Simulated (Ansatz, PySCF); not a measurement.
FGeH₄NO₂, SMILES [NH2][Ge]([OH])([OH])[F].

The structure is a stationary point at PBE0-D3(BJ)/def2-SVP. The structure was generated by enumeration, and PubChem lists no compound with its InChIKey, so it may never have been made. One conformer was computed; it need not be the lowest.

Vertical ionisation energy (IE) and electron affinity (EA) in eV. Rows of orbital energies are one-electron estimates. Where ΔSCF, EOM or ADC give a negative EA the extra electron is unbound and the value depends on the basis.

| level | IE | EA |
|---|---|---|
| −ε(HOMO), −ε(LUMO), PBE0/def2-TZVP (PySCF) | 8.34 | 0.17 |
| −ε(HOMO), −ε(LUMO), PBE/def2-TZVP (PySCF) | 6.77 | 1.14 |
| ΔSCF, PBE0/def2-SVPD (Ansatz), final states of multiplicity 2 and 2 | 10.90 | -0.74 |
| ΔSCF, PBE/def2-SVPD (Ansatz), final states of multiplicity 2 and 2 | 10.41 | -0.50 |

What vertical singlet–triplet gap does ΔSCF give with PBE0/def2-SVPD (Ansatz, a quantum-chemistry and plane-wave program) and with PBE/def2-SVPD (Ansatz)? (An estimate is asked for; the answer gives what the named calculation found.)

6.34 and 5.80 eV (triplet above singlet where positive).
